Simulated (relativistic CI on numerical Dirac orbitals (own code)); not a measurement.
Fe6+ in a cubic cluster: 3s photoemission with charge transfer

Computed with a charge-transfer multiplet model of a cubic metal-ligand cluster with up to 2 ligand holes, Slater and spin-orbit integrals from Dirac-Coulomb-Breit ions, Slater integrals scaled by 0.8. The ground state mixes d2 with configurations of k ligand holes L, whose averages lie at kΔ + k(k − 1)U_dd/2; a core hole lowers each added d electron by U_cd. 300 K, Lorentzian 1.4 eV and Gaussian 0.8 eV FWHM.

Atomic integrals in eV (Slater integrals scaled, ζ unscaled), ground: F2dd 11.793, F4dd 7.476, zeta_d 0.080; with the core hole: F2dd 12.412, F4dd 7.893, zeta_d 0.089, G2cd 11.424.

Cluster parameters (eV): Δ = -0.4, U_dd = 5.5, U_cd = 7, 10Dq = 0.45, 10Dq(ligand) = 0.7, final-state hopping factor = 0.8.

```tsv
Case	n_d	d2	d3L	d4L2	S
V(eg) = 1.05 eV, V(t2g) = -0.46 eV	2.93	0.18	0.70	0.11	1.00
V(eg) = 1.65 eV, V(t2g) = -0.72 eV	2.94	0.22	0.63	0.16	1.00
V(eg) = 1.95 eV, V(t2g) = -0.85 eV	2.95	0.22	0.61	0.17	1.00
```

Weights, n_d and S are thermal averages at 300 K. Binding energies count from the first peak over 30 % of the highest in each spectrum, which can be another peak from case to case. The parameters are a model scan and need not match a compound or its usual spin state. Peaks in eV (height, largest 100):
- V(eg) = 1.05 eV, V(t2g) = -0.46 eV: 0.0 (51), 4.4 (100), 11.0 (65), 15.4 (47), 22.8 (8)
- V(eg) = 1.65 eV, V(t2g) = -0.72 eV: 0.0 (100), 4.3 (97), 10.5 (96), 16.6 (35), 24.1 (7)
- V(eg) = 1.95 eV, V(t2g) = -0.85 eV: 0.0 (100), 4.4 (76), 10.2 (88), 17.3 (24)

For the case V(eg) = 1.95 eV, V(t2g) = -0.85 eV, Δ = -0.4 eV is smaller than U_dd = 5.5 eV, the charge-transfer side of the Zaanen-Sawatzky-Allen scheme (negative Δ: between configuration averages a ligand hole costs less than the nominal valence; multiplet and field energies can change this for the lowest states). With the core hole the average of the configuration with one ligand hole lies at Δ − U_cd = -7.4 eV before mixing: it lies below the unscreened one, so the lowest final states are mostly screened and the unscreened weight appears at higher binding energy as a satellite.

With at most 2 ligand holes the space is cut while the next configuration still counts, so covalency is underestimated, and a final configuration with one more ligand hole, which can lie low, is missing from the spectra.

Without intra-shell correlation the exchange splitting of the 3s hole comes out too large.
